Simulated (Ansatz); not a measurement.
Basis-set extrapolation for `OC(Cl)C[SiH3]` (PBE0-D4/def2-TZVP geometry, frozen core, Ansatz). Multiplicity 1, RHF reference.

```
                      def2-TZVPP   def2-QZVPP
                 HF  -903.189596  -903.218555
    MP2 correlation    -0.905699    -0.976543
CCSD(T) correlation    -0.999135      not run
```

Energies in hartree. Use E(X) = E(∞) + A·exp(−7.88·√X) for Hartree–Fock and E(X) = E(∞) + B·X^(−2.97) for correlation, with X = 3 and 4, and add CCSD(T) minus MP2 of the smaller set to the MP2 limit.

**Question.** What is the CCSD(T) energy at the basis-set limit?

**Answer.** HF limit: -903.218555 + (-0.028959) × 0.13774 = -903.22254. MP2 limit: -0.976543 + (-0.070844) × 0.74074 = -1.02902. Higher-order term: -0.999135 − (-0.905699) = -0.09344. Total: -904.34500 hartree, 4.25 eV below CCSD(T)/def2-TZVPP.
